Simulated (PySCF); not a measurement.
lithium hydride (HLi), singlet, geometry from GFN2-xTB (such geometries of metal compounds can be far from the true shape). Base run: B3LYP/aug-cc-pVDZ (PySCF).

Geometry (Å):
```xyz
2

Li     0.0000     0.0000    -0.3436
H      0.0000     0.0000     1.0307
```
All else is at PySCF's defaults.
Base energy -8.07637 Eh.

The base run was repeated with changes; each row names its change, and settings that it needs were set with it.

```csv
change,ΔE vs base (µEh),SCF cycles
base,0.0,7
conv_tol_grad = 1e-7,0.0,8
conv_tol = 1e-7,0.0,6
conv_tol_grad = 1e-3,0.0,7
level_shift = 0.5 (with mf.max_cycle = 100),0.0,30
DIIS = EDIIS,0.0,29
conv_tol = 1e-12,0.0,8
level_shift = 1.0 (with mf.max_cycle = 100),0.0,56
diis = off (with mf.max_cycle = 100),0.0,18
damp = 0.5; diis_start_cycle = 5,0.0,9
solver = newton,0.0,-
init_guess = 1e,0.0,7
diis_space = 12,0.0,7
```
